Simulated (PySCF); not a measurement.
Ranking problems on computed properties.

All species are isolated and taken at one optimised geometry, non-relativistic unless stated; the electronic structure was computed with PySCF and density fitting.

The conformers computed, where there is a choice (atom-mapped SMILES and torsion angles):
- `[CH3:1][C:2]([CH3:3])([CH3:4])[c:5]1[cH:6][p:7][cH:8][s:9]1`: C1–C2–C5–C6 -2°
- `[CH2:1]=[CH:2][C@@H:3]([CH2:4][CH:5]([CH3:6])[CH3:7])[C:8](=[O:9])[Cl:10]`: C1–C2–C3–C4 121°, C2–C3–C4–C5 175°, C3–C4–C5–C6 61°, C2–C3–C8–O9 114°
- `[F:1][C:2]([F:3])([F:4])[O:5][C:6]1([C:7]([F:8])([F:9])[F:10])[CH2:11][CH2:12]1`: F1–C2–O5–C6 39°, C2–O5–C6–C7 -107°, O5–C6–C7–F8 -67°
- `[CH2:1]=[CH:2][P@@:3](=[O:4])([OH:5])[CH:6]([CH3:7])[CH3:8]`: C1–C2–P3–O4 6°, C2–P3–C6–C7 64°, H–O5–P3–C2 -115°
- `[CH3:1][c:2]1[p:3][cH:4][c:5]([CH:6]([CH3:7])[CH3:8])[s:9]1`: C4–C5–C6–C7 -62°
- `[CH3:1][CH2:2]/[CH:3]=[C:4](/[C:5](=[O:6])[Cl:7])[CH:8]([CH3:9])[CH3:10]`: C1–C2–C3–C4 -100°, C3–C4–C5–O6 152°, C3–C4–C8–C9 -101°

The conformers of `C[C@H]1CC[C@H](C)CC1`, `C[C@@H]1CCC[C@]1(C)C(=O)Cl`, `CC1CCCCCC1` and `Cl[Si@@H]1COC[C@H](C2CC2)O1` aren't listed.

(1) Rank by HOMO–LUMO gap, highest first (PBE0/pcSseg-1 at GFN2-xTB geometries).
A. `C[C@H]1CC[C@@H](CC1)C`
B. `C[C@H]1C=C[P@@](C)(=S)C=C1`
C. `C[C@@H]1CCC[C@]1(C)C(=O)Cl`
D. `C=C[C@@H](CC(C)C)C(=O)Cl`
E. `CC(C)(C)c1cpcs1`

(2) Rank by dipole moment, highest first (PBE0/pcSseg-1 at GFN2-xTB geometries).
A. `C[C@H]1C=C[P@@](C)(=S)C=C1`
B. `C#C[C@@H]1CC(F)=C(F)[S@]1=O`
C. `FC(F)(F)OC1(C(F)(F)F)CC1`
D. `CC(C)(C)C1=CP=CS1`
E. `C=C[P@@](=O)(O)C(C)C`
F. `CC/C=C(/C(=O)Cl)C(C)C`
G. `c1(C)sc(C(C)C)cp1`

(3) By how much do the two ends of that ranking differ?

(4) Rank by HOMO energy, lowest first (PBE0/pcSseg-1 at GFN2-xTB geometries).
A. `CC1CCCCCC1`
B. `Cl[Si@@H]1COC[C@H](C2CC2)O1`
C. `C#C[C@@H]1CC(F)=C(F)[S@]1=O`
D. `FC(F)(F)OC1(C(F)(F)F)CC1`

(5) Rank by smallest rotational constant, lowest first (GFN2-xTB).
A. `C=C[P@@](=O)(O)C(C)C`
B. `CC/C=C(/C(=O)Cl)C(C)C`
C. `C[C@H]1C=C[P@@](C)(=S)C=C1`
D. `CC(C)(C)c1cpcs1`
E. `Cc1pcc(C(C)C)s1`

Answers

(1) A (9.77 eV), C (7.28 eV), D (6.75 eV), E (5.47 eV), B (5.31 eV).

(2) A (4.74 D), F (4.13 D), B (3.65 D), C (2.91 D), E (2.31 D), D (2.07 D), G (1.57 D).

(3) By 3.17 D, between `C[C@H]1C=C[P@@](C)(=S)C=C1` and `Cc1pcc(C(C)C)s1`.

(4) D (-9.45 eV), A (-8.36 eV), C (-7.46 eV), B (-6.97 eV).

(5) B (0.605 GHz), E (0.659 GHz), D (0.720 GHz), C (0.869 GHz), A (1.166 GHz).
